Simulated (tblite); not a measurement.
C4H11S, charge +1, singlet, at a GFN2-xTB geometry; GFN1-xTB (tblite 0.6.0).

Here is a job for tblite.
```
$ tblite run mol.xyz --method gfn1 --charge 1 --spin 0 --etemp 2000 --json tblite.json --no-restart

# file mol.xyz
16

C     -0.46721230     1.19830070     1.08614094
C     -0.37886662    -0.05533797     0.24787658
C     -0.16551409    -1.30773328     1.06955843
C     -1.51437475    -0.19093952    -0.74278374
S      1.21646759     0.08396989    -0.85362922
H     -1.35914839     1.12926927     1.70743843
H     -0.56717469     2.09550885     0.47895978
H      0.38310971     1.30871766     1.75577105
H     -0.01159147    -2.17993942     0.43853610
H     -1.05549123    -1.48989563     1.66884942
H      0.67604980    -1.21024531     1.75164054
H     -1.37662094    -1.04975865    -1.39553062
H     -1.63379605     0.70219938    -1.35189057
H     -2.44219884    -0.34176636    -0.19434427
H      1.01675679     1.34621071    -1.28554643
H      2.06243045     0.48044166     0.11943077
```

It wrote (shortened):

```
xTB calculator
 | screened Coulomb repulsion
 | Coulomb electrostatics
 |  * isotropic Klopman-Ohno-Mataga-Nishimoto electrostatics
 |  * onsite third-order electrostatics
 | DFT-D3(BJ) dispersion correction

halogen bonding energy    0.0000000000000E+00 Eh
repulsion energy          2.1401686385660E-01 Eh
dispersion energy        -6.5120485107557E-03 Eh
number of electrons       3.2000000000000E+01 e
integral cutoff           1.9731147476801E+01 bohr

------------------------------------------------------------
  cycle        total energy    energy error   density error
------------------------------------------------------------
      1     -17.61157234158  -1.7819077E+01   5.0528562E-01
      2     -17.63116272959  -1.9590388E-02   2.8928374E-01
      3     -17.62958879248   1.5739371E-03   4.9912127E-02
      4     -17.63361391395  -4.0251215E-03   1.0368315E-02
      5     -17.63372441958  -1.1050563E-04   2.5044567E-03
      6     -17.63373341474  -8.9951610E-06   6.0919344E-04
      7     -17.63373373516  -3.2042356E-07   5.4464327E-05
      8     -17.63373373868  -3.5169805E-09   1.0331077E-05
------------------------------------------------------------

electronic energy        -1.7841238554026E+01 Eh
total energy             -1.7633733738680E+01 Eh

Post processing:
 | Mayer-Wiberg bond orders

[Info] JSON dump of results written to 'tblite.json'
```
